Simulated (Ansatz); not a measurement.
Two isomers of C3H7FSi: A = `FC[SiH]1CC1`, B = `C[Si@H]1C[C@H]1F`.

Computed with Ansatz on PBE0-D4/def2-TZVP structures; ΔE is electronic, products minus reactants. CCSD(T)/CBS adds triple-zeta CCSD(T) − MP2 to the extrapolated MP2 energy (def2 sets, frozen cores). Functionals use def2-TZVPP. B3LYP here is the variant with VWN-RPA as its local correlation; programs differ in this. One conformer a species, not always the lowest.

A:

```xyz
12

F     1.9037    0.2853   -2.0478
C     1.4698    0.7537   -0.8114
Si   -0.3499    0.3571   -0.5211
C    -0.8760    0.0101    1.2155
C    -0.8024   -1.2308    0.2974
H     1.6581    1.8317   -0.7768
H     2.0771    0.2825   -0.0310
H    -1.2953    0.9971   -1.4602
H    -0.1466    0.0580    2.0181
H    -1.8674    0.3099    1.5391
H    -0.0228   -1.9512    0.5240
H    -1.7483   -1.7034    0.0541
```

B:

```xyz
12

C     1.206   -1.406   -0.096
Si   -0.297   -0.489    0.499
C    -0.256    1.367    0.493
C    -1.117    0.756   -0.613
F    -0.676    0.983   -1.899
H     0.931   -2.383   -0.498
H     1.924   -1.557    0.713
H     1.690   -0.833   -0.889
H    -1.145   -1.191    1.491
H    -0.751    2.009    1.214
H     0.676    1.791    0.124
H    -2.184    0.954   -0.539
```

**Question.** Which isomer does CCSD(T)/CBS put lower? Give the gap. (Estimate.)

**Answer.** Computed: B, by 4.2 kcal/mol.

**Question.** Give E(B) − E(A) in kcal/mol with B3LYP, PBE0-D4, PBE-D4, ωB97M-V, B2PLYP, MP2/def2-TZVPP, CCSD(T)/def2-TZVPP. (An estimate is asked.)

**Answer.** Computed: B3LYP -4.2, PBE0-D4 -4.6, PBE-D4 -4.7, ωB97M-V -4.6, B2PLYP -4.1, MP2/def2-TZVPP -4.0, CCSD(T)/def2-TZVPP -4.0. None reverses the order clearly.

Largest T1 diagnostic: 0.011.
